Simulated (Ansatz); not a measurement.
Ansatz results at the PBE0-D4/def2-TZVP geometry: LUMO energy (B3LYP/def2-TZVPP) -0.84 eV; size of the dipole moment (ωB97M-V/def2-TZVPP) 1.30 D; LUMO energy (ωB97M-V/def2-TZVPP) 1.29 eV.

Each molecule was computed in one conformer, which needn't be the lowest.

(1) Which molecule gave them?
A. `C/C=[C](/F)[ZnH]`
B. `[SeH][SiH]1CS1`
C. `C1[SiH2]SCS1`
D. `FC1(F)C=C1`

Answers

(1) B. The others give `C/C=[C](/F)[ZnH]`: -1.18, 1.60, 0.58; `C1[SiH2]SCS1`: -0.36, 1.39, 1.64; `FC1(F)C=C1`: -1.02, 2.93, 1.46.

B3LYP here is the variant with VWN-RPA as its local correlation; programs differ in this.
